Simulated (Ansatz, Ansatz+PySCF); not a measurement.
```xyz
2

N     0.0000    0.0000   -0.5928
N     0.0000    0.0000    0.5928
```

Basis set: def2-SVP (spherical functions). Correlated methods keep 2 orbitals frozen. Charge 0, multiplicity 1.

Computed with Ansatz (development build ahead of 0.2.0); each method stands on the lowest determinant of its kind that the runs found. Restricted open shells among the atoms or ions are ROHF, correlated in semicanonical orbitals with singles.

The atomization energy at this shape (free ground-state atoms in the same class of orbitals less the molecule, no zero-point energy) of singlet N₂:

| method | atomization energy |
| --- | --- |
| RHF-CCSD(T) | 8.72 eV |
| RHF-CCSD | 8.35 eV |
| UHF-CCSD(T) | 8.68 eV |
| RHF-MP2 | 9.36 eV |
| UHF-MP2 | 8.16 eV |
| UHF | 4.04 eV |

(1) What does RHF give?

Results:

(1) 4.14 eV. Caution: the shape is not the minimum. Caution for UHF-CCSD(T), UHF-MP2, UHF: the determinant breaks the point group; the unrestricted determinant is spin contaminated. Caution for UHF-MP2: another reference gives a lower total.
